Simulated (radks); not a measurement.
Species: Fe II. Configuration: [Ar] 3d6 4s1. All-electron calculation, non-relativistic Kohn-Sham, r2SCAN, spin-polarised, spherical densities, point nucleus; open shells are filled with parallel spins first; meta-GGA in the generalised Kohn-Sham scheme. Program: a radial shooting solver on a logarithmic mesh with Libxc functionals.

X-ray form factor f0, the Fourier transform of the density (f0(0) = 25):

sin(theta)/lambda (1/angstrom)  f0 (electrons)
0.05                                    24.554
0.1                                     23.373
0.15                                    21.786
0.2                                     20.068
0.25                                    18.364
0.3                                     16.736
0.4                                     13.822
0.5                                     11.479
0.6                                      9.730
0.8                                      7.617
1                                        6.511
1.25                                     5.554
1.5                                      4.678
2                                        3.148
